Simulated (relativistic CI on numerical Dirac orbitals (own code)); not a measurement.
**The 4f ions of charge 3+**

These numbers are calculated, not measured: Dirac-Coulomb-Breit CI, orbitals from a KLI potential per configuration, QED by a radiative potential, unscaled Slater integrals (own radial code, finite nucleus).

Each species is treated in one configuration, given outside its closed core, with all valence electrons in the open shell. Radial values are for the open shell of highest l, unscaled and averaged over j; ζ includes the Breit term. Labels give the leading LS character, summed over repeated terms.

```
 Ion  Configuration  Its lowest level  LS weight (%)  Next level  E (cm⁻¹)  F² (cm⁻¹)  F⁴ (cm⁻¹)  ζ (cm⁻¹)
Ce3+             4f           2F°_5/2            100     2F°_7/2    2139.1                           607.8
Pr3+            4f2              3H_4             98        3H_5    2063.3      93640      58420     730.1
Nd3+            4f3           4I°_9/2             98    4I°_11/2    1815.3      97980      61180     862.2
Pm3+            4f4              5I_4             98        5I_5    1436.1     102000      63750      1005
Sm3+            4f5           6H°_5/2             97     6H°_7/2    994.88     105900      66190      1160
Eu3+            4f6              7F_0             95        7F_1    352.81     109600      68520      1326
Gd3+            4f7           8S°_7/2             98     6P°_7/2     37723     113100      70760      1506
Tb3+            4f8              7F_6             96        7F_5    2006.9     116600      72920      1700
Dy3+            4f9          6H°_15/2             95    6H°_13/2    3418.1     119900      75020      1909
Ho3+           4f10              5I_8             94        5I_7    4992.5     123200      77060      2133
Er3+           4f11          4I°_15/2             98    4I°_13/2    6412.9     126400      79060      2373
Tm3+           4f12              3H_6             99        3F_4    6728.9     129500      81020      2630
Yb3+           4f13           2F°_7/2            100     2F°_5/2     10208                            2904
```

With one configuration, terms of near-neutral atoms and ions can be 10 to 25 % off, and close levels can change places.

At low charge ζ of a weakly bound d or f electron comes out too small.
